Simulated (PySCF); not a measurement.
PySCF 2.14 output of a UHF calculation on a single atom or ion in cc-pVDZ-X2C (8s7p5d3f1g, 84 functions), with the spin-free X2C one-electron Hamiltonian (Gaussian nucleus):

```
SCF conv_tol = 1e-09
number electrons alpha = 35  beta = 29
cycle= 1 E= -11703.9135186544  delta_E= -0.00536  |g|= 0.0198  |ddm|= 0.0435
cycle= 2 E= -11703.9135768554  delta_E= -5.82e-05  |g|= 0.00321  |ddm|= 0.0099
cycle= 3 E= -11703.9135819602  delta_E= -5.1e-06  |g|= 0.00172  |ddm|= 0.00504
cycle= 4 E= -11703.9135827943  delta_E= -8.34e-07  |g|= 0.000775  |ddm|= 0.00168
cycle= 5 E= -11703.9135833436  delta_E= -5.49e-07  |g|= 0.000161  |ddm|= 0.00232
cycle= 6 E= -11703.9135834903  delta_E= -1.47e-07  |g|= 9.22e-05  |ddm|= 0.00127
cycle= 7 E= -11703.9135835732  delta_E= -8.29e-08  |g|= 3.66e-05  |ddm|= 0.00134
cycle= 8 E= -11703.9135835872  delta_E= -1.39e-08  |g|= 6.28e-06  |ddm|= 0.000722
cycle= 9 E= -11703.9135835874  delta_E= -1.91e-10  |g|= 1.09e-06  |ddm|= 8.91e-05
converged SCF energy = -11703.9135835874  <S^2> = 12.007375  2S+1 = 7.0021068
```

The run itself started from symmetry-adapted Hartree-Fock orbitals and held the occupation by maximum overlap, so the iterations belong to that start.

**Question.** Which element, charge and spin multiplicity is this?

**Answer.** Tb⁺ (terbium, charge +1), multiplicity 7; the state was [Xe] 4f9 6s1, one real determinant.

⟨L²⟩ = 24.02 against 30 for a pure H term, so this real determinant mixes terms. Spin-orbit coupling, absent here, splits the open shell strongly.
